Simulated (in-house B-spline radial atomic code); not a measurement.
A run on Mo IV (Mo3+) that did not converge. Method: scalar-relativistic (X2C) wB97X, spin-polarised, spherical fractional occupations, exact exchange averaged over the configuration, Fermi nucleus of rms radius 4.4091 fm; computed with a B-spline radial code for spherical atoms.

Command:
```bash
python run_scf.py task.json out
```
Settings (nuclear radius in fm, mass in u):
```
Z                42
configuration    [Kr] 4d3
hamiltonian      x2c
method           wb97x
spin_polarised   True
nucleus          fermi
rms_radius       4.4091
atomic_mass      97.9054
speed_of_light   137.035999084
exact_exchange   averaged over the configuration
```

First and last ten iterations of the last attempt (damped for 15 steps, keeping 80 % of the old Fock matrix, then DIIS):
```
 iter        energy (Eh)    residual
    1       -4040.794816    4.40e-01
    2       -4044.959293    2.39e-01
    3       -4045.830195    1.62e-01
    4       -4046.253639    1.13e-01
    5       -4046.457964    7.91e-02
    6       -4046.556236    5.57e-02
    7       -4046.603536    3.95e-02
    8       -4046.626402    2.81e-02
    9       -4046.637543    2.01e-02
   10       -4046.643030    1.46e-02
  111       -4046.648723    5.45e-06
  112       -4046.648723    4.07e-06
  113       -4046.648723    3.11e-06
  114       -4046.648723    3.25e-06
  115       -4046.648723    2.98e-06
  116       -4046.648722    6.11e-05
  117       -4046.648723    1.85e-05
  118       -4046.648723    3.58e-06
  119       -4046.648723    4.23e-06
  120       -4046.648723    2.90e-06
 not converged after 120 iterations
```

The smallest residual met was 8.3e-07; the threshold is about 4e-07. Over the last five steps the energy moves by less than 2e-06 hartree, but the orbitals didn't meet the threshold. Time taken, with all properties: 16 s on 1 thread of Intel(R) Xeon(R) 6975P-C, with other jobs on the host.
